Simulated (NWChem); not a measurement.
System: C$_{3}$H$_{3}$F$_{3}$; SMILES C(F)(/C=C\F)F

The following NWChem deck was run.

```
start job
memory heap 200 mb stack 900 mb global 1100 mb
geometry units angstroms noautosym nocenter noautoz
  F      0.691076    -2.105371     0.000000
  C     -0.557773    -1.603963     0.000000
  C     -0.801563    -0.298687     0.000000
  C      0.265695     0.742752     0.000000
  F      0.126368     1.548366     1.100790
  F      0.126368     1.548366    -1.100790
  H     -1.312789    -2.383839     0.000000
  H     -1.829594     0.048527     0.000000
  H      1.277784     0.330406     0.000000
end
basis spherical
  * library 6-31g*
end
dft
  xc xpbe96 cpbe96
  iterations 150
end
cosmo
  dielec 20.7
end
task dft energy
```

Coordinates come from a B3LYP/6-31G* (spherical d) optimisation.

Level: PBE/6-31G* with COSMO at NWChem's default radii, gas-phase geometry; the question gives the dielectric constant.

Q: What results follow from this input? (PBE/6-31G* (spherical d), COSMO on the gas-phase geometry.) Quantities: electrostatic solvation energy (kcal/mol); dipole in solution (D).

A: The electrostatic solvation energy (kcal/mol) comes out as -3.2 and the dipole in solution (D) is 2.37.
